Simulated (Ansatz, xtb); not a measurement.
## Two isomers of C4H3NO2

Structure X: `O=c1ccocn1`, a singlet. Structure Y: `O=Cc1ncco1`, a singlet. Both are isolated molecules in the gas phase, relaxed with PBE0-D3(BJ)/def2-SVP; the shapes shown needn't be the lowest conformers.

X (Å):

```
atom    x (Å)    y (Å)    z (Å)
   C  -2.5594  -0.0365  -1.8028
   C  -2.6428  -1.3228  -1.0969
   C  -2.2752  -1.4009   0.1917
   C  -1.7559   0.8403   0.1934
   N  -2.0730   1.0366  -1.0164
   O  -2.8731   0.1211  -2.9558
   O  -1.8235  -0.3254   0.8717
   H  -3.0058  -2.2006  -1.6321
   H  -2.2972  -2.2993   0.8108
   H  -1.3760   1.6387   0.8415
```

Y (Å):

```xyz
10

C    -1.8327   -1.1237   -2.3822
C    -2.1556   -0.6457   -1.0299
C    -2.6756   -0.4954    1.0131
C    -2.4806    0.7696    0.5337
N    -2.4624   -1.3843   -0.0040
O    -1.5535   -0.4057   -3.3056
O    -2.1502    0.6743   -0.7644
H    -1.8758   -2.2362   -2.4569
H    -2.9530   -0.8086    2.0179
H    -2.5357    1.7664    0.9628
```

Quicker runs give these differences E(Y) − E(X): GFN2-xTB +19.4 kJ/mol; HF/STO-3G −27.6 kJ/mol (at GFN2-xTB geometries); r2SCAN-D4/def2-SVP +17.2 kJ/mol (at GFN2-xTB geometries).

Which of the two would you expect CCSD(T)/def2-SVP + ΔMP2/def2-TZVPP electronic energies to favour?

Structure X; the calculation gives E(Y) − E(X) = +14.7 kJ/mol.

How the difference moves with the method:

| level | geometry | E(Y) − E(X) (kJ/mol) | departure from the last row (kJ/mol) | job, with rough time for the two |
| --- | --- | --- | --- | --- |
| GFN2-xTB | GFN2-xTB | +19.4 | +4.7 | optimisation, 0.14 s |
| HF/STO-3G | GFN2-xTB | −27.6 | −42.3 | single point, 0.61 s |
| r2SCAN-D4/def2-SVP | GFN2-xTB | +17.2 | +2.5 | single point, 3.5 s |
| PBE0-D3(BJ)/def2-SVP | PBE0-D3(BJ)/def2-SVP | +16.6 | +2.0 | optimisation, 39 s |
| HF/def2-SVP | PBE0-D3(BJ)/def2-SVP | +31.5 | +16.9 | part of the CCSD(T) run |
| MP2/def2-SVP | PBE0-D3(BJ)/def2-SVP | −4.1 | −18.8 | part of the CCSD(T) run |
| CCSD(T)/def2-SVP | PBE0-D3(BJ)/def2-SVP | +7.8 | −6.9 | single point |
| CCSD(T)/def2-SVP + ΔMP2/def2-TZVPP | PBE0-D3(BJ)/def2-SVP | +14.7 |  | single point, 59 s |

As drawn, Y has 2 C∷N, 1 C∷C, 2 C∷O in place of 1 C=C, 2 C–O, 1 C=N, 1 C–N (∷ is an aromatic bond). Structure X has a 6-membered ring, Y a 5-membered ring (with an aromatic ring).

HF/STO-3G, MP2/def2-SVP put the two in the other order. The largest departure from CCSD(T)/def2-SVP + ΔMP2/def2-TZVPP is that of HF/STO-3G, 42.3 kJ/mol. The last row adds to CCSD(T) the change of the MP2 difference between the two basis sets, here +6.9 kJ/mol.

With thermal terms from frequencies at re-optimised GFN2-xTB minima (ideal gas, soft modes damped towards free rotors, one conformer each, 298.15 K, 1 atm): on the last row, ΔE + ΔZPE = +13.9, ΔH = +14.5, ΔG = +13.0 kJ/mol.

The correlated steps freeze 7 core orbitals. Programs: Ansatz 0.2.0, xtb 6.7.1; the last row on 2 threads of Intel(R) Xeon(R) Processor @ 2.70GHz on a shared host.
